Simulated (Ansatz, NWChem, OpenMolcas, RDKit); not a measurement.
## CBrClF2 (SMILES FC(F)(Cl)Br): methods side by side

CBrClF2 has 5 atoms, charge 0, and is taken as a singlet. SMILES: `FC(F)(Cl)Br`. The coordinates come from a PBE0-D4/def2-TZVP relaxation.

Quantity: the HOMO–LUMO gap, in eV. The values are calculated.

| level | kind | program | value (eV) | CPU time |
| --- | --- | --- | --- | --- |
| extended Hückel | semi-empirical | RDKit | 13.93 | under 2 s |
| HF/cc-pVDZ | Hartree–Fock | Ansatz | 14.85 | 4.1 s |
| SVWN5/cc-pVDZ | LDA | Ansatz | 5.18 | 5.2 s |
| BLYP/cc-pVDZ | GGA | OpenMolcas | 5.16 | 27 s |
| TPSS/cc-pVDZ | meta-GGA | OpenMolcas | 5.43 | 36 s |
| BHLYP/cc-pVDZ | global hybrid | NWChem | 9.97 | 73 s |
| HSE06/cc-pVDZ | range-separated hybrid | Ansatz | 6.84 | 11 s |
| PBE-QIDH/cc-pVDZ | double hybrid | Ansatz | 11.91 | 16 s |

All-electron rows without a relativistic Hamiltonian named are non-relativistic. The values span 5.16 to 14.85 eV. Orbital gaps aren't excitation energies, and those of double hybrids come from the SCF part alone; they tend to grow with the share of exact exchange. Times are those of the runs behind each value, whatever else they computed, on shared processors of several kinds: orders of magnitude only.
